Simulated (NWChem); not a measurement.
System: CH$_{2}$AlNO; SMILES [N]([AlH2])=C=O

Input file for NWChem:

```
start job
memory heap 200 mb stack 900 mb global 1100 mb
geometry units angstroms noautoz
  Al    -0.000009    -1.744092     0.000000
  H      0.000360    -2.475401     1.411252
  H      0.000360    -2.475401    -1.411252
  N     -0.001644     0.047021     0.000000
  C     -0.000482     1.261185     0.000000
  O      0.000700     2.443400     0.000000
end
basis spherical
  * library 6-31+g*
end
dft
  xc xpbe96 cpbe96
  iterations 150
end
tddft
  nroots 8
  notriplet
end
task tddft energy
```

Excerpt of the output:

```
             Northwest Computational Chemistry Package (NWChem) 7.3.0
             --------------------------------------------------------

 C2V symmetry detected

                             Geometry "geometry" -> ""
                             -------------------------

 Output coordinates in angstroms (scale by  1.889725989 to convert to a.u.)

  No.       Tag          Charge          X              Y              Z
 ---- ---------------- ---------- -------------- -------------- --------------
    1 Al                  13.0000     0.00000000     0.00000000     1.73907695
    2 H                    1.0000     0.00000000     1.41125200     2.47038591
    3 H                    1.0000     0.00000000    -1.41125200     2.47038591
    4 N                    7.0000     0.00000000     0.00000000    -0.05203590
    5 C                    6.0000     0.00000000     0.00000000    -1.26620000
    6 O                    8.0000     0.00000000     0.00000000    -2.44841510

 Effective nuclear repulsion energy (a.u.)     120.5704984043

      Symmetry information
      --------------------

 Group name             C2v
 Group number             16
 Group order               4
 No. of unique centers     5

  pbe96 is a nonlocal functional; adding pw91lda local functional.

                                 NWChem DFT Module
                                 -----------------

 Summary of "ao basis" -> "ao basis" (spherical)
 ------------------------------------------------------------------------------
       Tag                 Description            Shells   Functions and Types
 ---------------- ------------------------------  ------  ---------------------
 Al                         6-31+g*                 10       22   5s4p1d
 H                          6-31+g*                  2        2   2s
 N                          6-31+g*                  8       18   4s3p1d
 C                          6-31+g*                  8       18   4s3p1d
 O                          6-31+g*                  8       18   4s3p1d

      Symmetry analysis of basis
      --------------------------

        a1         40
        a2          4
        b1         17
        b2         19

            General Information
            -------------------
          SCF calculation type: DFT
          Wavefunction type:  closed shell.
          No. of atoms     :     6
          No. of electrons :    36
           Alpha electrons :    18
            Beta electrons :    18
          Charge           :     0
          Spin multiplicity:     1
          Use of symmetry is: off; symmetry adaption is: on
          Maximum number of iterations: 150
          AO basis - number of functions:    80
                     number of shells:    38
          Convergence on energy requested:  1.00D-06
          Convergence on density requested:  1.00D-05
          Convergence on gradient requested:  5.00D-04

              XC Information
              --------------
          PerdewBurkeErnzerhof Exchange Functional  1.000
            Perdew 1991 LDA Correlation Functional  1.000 local
           PerdewBurkeErnz. Correlation Functional  1.000 non-local

             Grid Information
             ----------------
          Grid used for XC integration:  medium
          Radial quadrature: Mura-Knowles
          Angular quadrature: Lebedev.
          Tag              B.-S. Rad. Rad. Pts. Rad. Cut. Ang. Pts.
          ---              ---------- --------- --------- ---------
          Al                  1.25       88          13.0       590
          H                   0.35       45          13.0       434
          N                   0.65       49          11.0       434
          C                   0.70       49          13.0       434
          O                   0.60       49          14.0       434
          Grid pruning is: on
          Number of quadrature shells:   325
          Spatial weights used:  Erf1

      Superposition of Atomic Density Guess
      -------------------------------------

 Sum of atomic energies:        -409.57119079

      Non-variational initial energy
      ------------------------------

 Total energy =    -410.901233
 1-e energy   =    -803.864354
 2-e energy   =     272.392623
 HOMO         =      -0.346035
 LUMO         =      -0.014443

      Symmetry analysis of molecular orbitals - initial
      -------------------------------------------------

  Numbering of irreducible representations:

     1 a1          2 a2          3 b1          4 b2

[...]

                                NWChem TDDFT Module
                                -------------------

            General Information
            -------------------
           No. of orbitals :     160
            Alpha orbitals :      80
             Beta orbitals :      80
        Alpha frozen cores :       0
         Beta frozen cores :       0
     Alpha frozen virtuals :       0
      Beta frozen virtuals :       0
         Spin multiplicity :       1
    Number of AO functions :      80
        Use of symmetry is : off
      Symmetry adaption is : on
         Schwarz screening :  0.10D-07

              XC Information
              --------------
   PerdewBurkeErnzerhof Exchange Functional   1.00
     Perdew 1991 LDA Correlation Functional   1.00 local
    PerdewBurkeErnz. Correlation Functional   1.00 non-local

             TDDFT Information
             -----------------
          Calculation type : TDDFT
         Wavefunction type : Restricted singlets
          No. of electrons :      36
           Alpha electrons :      18
            Beta electrons :      18
              No. of roots :       8
          Max subspacesize :    5600
            Max iterations :     100
               Target root :       1
           Target symmetry : none
      Symmetry restriction : off
                 Algorithm : Optimal
        Davidson threshold :  0.10D-03

    8 smallest eigenvalue differences (eV)
--------------------------------------------------------
  No. Spin  Occ  Vir  Irrep   E(Occ)    E(Vir)   E(Diff)
--------------------------------------------------------
    1    1   18   19 a2       -0.259    -0.096     4.443
    2    1   17   19 a1       -0.277    -0.096     4.930
    3    1   16   19 a2       -0.296    -0.096     5.465
    4    1   18   20 b2       -0.259    -0.030     6.243
    5    1   17   20 b1       -0.277    -0.030     6.729
    6    1   15   19 b1       -0.347    -0.096     6.842
    7    1   18   21 a1       -0.259    -0.002     7.004
    8    1   18   22 b2       -0.259     0.001     7.080
--------------------------------------------------------

  Entering Davidson iterations
  Restricted singlet excited states

  Iter   NTrls   NConv    DeltaV     DeltaE      Time
  ----  ------  ------  ---------  ---------  ---------
    1      8       0     0.45E+00   0.10+100        9.8
    2     16       0     0.53E-01   0.86E-01        8.9
    3     32       0     0.23E-01   0.15E-02       10.9
    4     48       0     0.12E-01   0.27E-03       11.2
    5     64       1     0.50E-02   0.89E-04       11.0
    6     78       2     0.28E-02   0.10E-04       10.2
    7     90       2     0.95E-03   0.27E-05        9.5
    8    102       6     0.37E-03   0.38E-06        9.7
    9    106       6     0.14E-03   0.43E-07        6.8
   10    110       8     0.81E-04   0.70E-08        6.6
  ----  ------  ------  ---------  ---------  ---------
  Convergence criterion met

  Ground state a1       -411.414670559046 a.u.

  ----------------------------------------------------------------------------
  Root   1 singlet a2             0.164583726 a.u.                4.4786 eV
  ----------------------------------------------------------------------------
     Transition Moments    X -0.00000   Y -0.00000   Z  0.00000
     Dipole Oscillator Strength                    0.0000000000
     Electric Quadrupole                           0.0000000205
     Magnetic Dipole                               0.0000008999
     Total Oscillator Strength                     0.0000009204

     Occ.   18  b2  ---  Virt.   19  b1  -0.99922 X
  ----------------------------------------------------------------------------
  Root   2 singlet a1             0.195796298 a.u.                5.3279 eV
  ----------------------------------------------------------------------------
     Transition Moments    X  0.00000   Y  0.00000   Z -0.93617
     Dipole Oscillator Strength                    0.1143998888
     Electric Quadrupole                           0.0000000359
     Magnetic Dipole                               0.0000000000
     Total Oscillator Strength                     0.1143999248

     Occ.   17  b1  ---  Virt.   19  b1   0.97869 X
     Occ.   17  b1  ---  Virt.   23  b1   0.07804 X
     Occ.   18  b2  ---  Virt.   21  b2   0.16741 X
  ----------------------------------------------------------------------------
  Root   3 singlet a2             0.203937849 a.u.                5.5494 eV
  ----------------------------------------------------------------------------
     Transition Moments    X  0.00000   Y  0.00000   Z  0.00000
     Dipole Oscillator Strength                    0.0000000000
     Electric Quadrupole                           0.0000001406
     Magnetic Dipole                               0.0000014882
     Total Oscillator Strength                     0.0000016287

     Occ.   16  b2  ---  Virt.   19  b1  -0.99884 X
  ----------------------------------------------------------------------------
  Root   4 singlet b2             0.232557212 a.u.                6.3282 eV
  ----------------------------------------------------------------------------
     Transition Moments    X  0.00000   Y  0.12511   Z  0.00000
     Dipole Oscillator Strength                    0.0024265537
     Electric Quadrupole                           0.0000000844
     Magnetic Dipole                               0.0000002433
     Total Oscillator Strength                     0.0024268814

[...]
```

Level: PBE/6-31+G* (spherical d), full TDDFT. All runs use the structure optimised with PBE-D3(BJ)/def2-SVP.
